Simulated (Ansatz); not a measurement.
FGaGeH$_{4}$, SMILES `[F][GaH][GeH3]`. Total charge 0; spin multiplicity 1.

| atom | x (Å) | y (Å) | z (Å) |
| --- | --- | --- | --- |
| F1 | -0.660 | -2.445 | 0.474 |
| Ga2 | 0.579 | -1.197 | 0.328 |
| Ge3 | -0.331 | 0.989 | -0.244 |
| H4 | 2.022 | -1.747 | 0.584 |
| H5 | -0.771 | 0.993 | -1.717 |
| H6 | -1.554 | 1.307 | 0.629 |
| H7 | 0.715 | 2.100 | -0.053 |

(1) List the harmonic frequencies (cm⁻¹, unscaled) at PBE0-D4/def2-TZVP in Ansatz. (Best estimate.)

Results:

(1) Ansatz gave: 14, 115, 256, 340, 438, 485, 612, 667, 787, 879, 883, 1982, 2144, 2152, 2159.
